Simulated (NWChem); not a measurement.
Molecule: GeHCl3; SMILES [Cl][GeH]([Cl])[Cl]

All runs: NWChem. Pople sets run with spherical d functions. Structure relaxed at the PBE0/def2-SVP level.

Taking B3LYP/6-311G** as the yardstick, which of these has the fewest basis functions while keeping “dipole (D)” within 0.05 D of it: B3LYP/STO-3G; B3LYP/3-21G; B3LYP/6-31G*?

B3LYP/6-31G*.
| level | basis functions | dipole (D) |
|---|---|---|
| B3LYP/STO-3G | 46 | 2.27 |
| B3LYP/3-21G | 63 | 2.27 |
| B3LYP/6-31G* | 88 | 1.68 |
| B3LYP/6-311G** | 128 | 1.71 |

The yardstick is one finite set, not the basis-set limit.
